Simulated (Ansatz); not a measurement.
One geometry of `ClB1O[SiH2]1`, several functionals.

```yaml
crystal:
  periodic: [false, false, false]
  atoms:
    - {symbol: Cl, position_ang: [-0.101753, -2.743410, 0.480814]}
    - {symbol: B, position_ang: [-0.099861, -1.050422, 0.152787]}
    - {symbol: O, position_ang: [-1.040305, -0.245578, -0.364586]}
    - {symbol: Si, position_ang: [0.342185, 0.776457, -0.031973]}
    - {symbol: H, position_ang: [0.900409, 1.382899, -1.262298]}
    - {symbol: H, position_ang: [0.041323, 1.815955, 0.978956]}
basis:
  gaussian: {orbitals: def2-TZVPP}
hamiltonian: {xc: lda}
output: {orbitals: {seedname: orbitals}}
```

```sh
$ ansatz run in.yaml --threads 2 --pin off --events-out ev --progress --plain --max-ram 4352MiB
```

Output, abridged:

```
Functional definition: SPW92
1020 factors; their error is unknown
mean field evaluation 1: about -23057.1717 eV, gradient 6.5e1 eV
mean field evaluation 2: about -22981.7167 eV, gradient 1.8e2 eV
mean field evaluation 4: about -23064.2422 eV, gradient 2.2e1 eV
mean field evaluation 8: about -23065.2886 eV, gradient 1.9e-1 eV
mean field evaluation 16: about -23065.2652 eV, gradient 1.5e-4 eV
mean field -23065.26516259 eV, -847.6328605270 hartree, gradient 6.5e-5 eV, S^2 0.000000; 0 other end points of the search recorded, 0 dependent functions left out
reference -23065.26519946 eV, -847.6328618821 hartree; 23, 23 occupied and 151, 151 virtual orbitals, 1020 factors
Total energy: -23065.26519946 eV, -847.6328618821 hartree
```

Hardware: 2 threads of an Arm Neoverse V2 on a shared host. Wall time 0.9 s, peak host memory 0.18 GiB.

With the line `hamiltonian: {xc: {name: revPBE}, dispersion: d4}` (abridged; 1.5 s):

```
Functional definition: revPBE
mean field evaluation 16: about -23154.7129 eV, gradient 2.0e-4 eV
mean field -23154.71285285 eV, -850.9200025140 hartree, gradient 7.5e-5 eV, S^2 0.000000
Total energy: -23155.09072933 eV, -850.9338892186 hartree
```

With the line `hamiltonian: {xc: {name: BLYP}, dispersion: d4}` (abridged; 1.6 s):

```
Functional definition: BLYP
mean field evaluation 16: about -23158.7946 eV, gradient 2.2e-4 eV
mean field -23158.79456355 eV, -851.0700026159 hartree, gradient 1.2e-5 eV, S^2 0.000000
Total energy: -23159.08370519 eV, -851.0806283749 hartree
```

Changing it to `hamiltonian: {xc: {name: BHLYP}, dispersion: d4}` (abridged; 2.1 s):

```
Functional definition: BHLYP
mean field evaluation 16: about -23158.1204 eV, gradient 1.9e-5 eV
mean field -23158.12038612 eV, -851.0452270522 hartree, gradient 1.9e-5 eV, S^2 0.000000
Total energy: -23158.29260029 eV, -851.0515558063 hartree
```

Changing it to `hamiltonian: {xc: pbe0, dispersion: d4}` (abridged; 2 s):

```
Functional definition: PBE0
mean field evaluation 16: about -23148.8907 eV, gradient 3.1e-5 eV
mean field -23148.89065843 eV, -850.7060408155 hartree, gradient 3.1e-5 eV, S^2 0.000000
Total energy: -23149.00050264 eV, -850.7100775161 hartree
```

Changing it to `hamiltonian: {xc: {name: r2SCAN0}, dispersion: d4}` (abridged; 3.9 s):

```
Functional definition: r2SCAN0
mean field evaluation 16: about -23155.9223 eV, gradient 3.2e-5 eV
mean field -23155.92225812 eV, -850.9644473381 hartree, gradient 3.2e-5 eV, S^2 0.000000
Total energy: -23155.95782752 eV, -850.9657544893 hartree
```
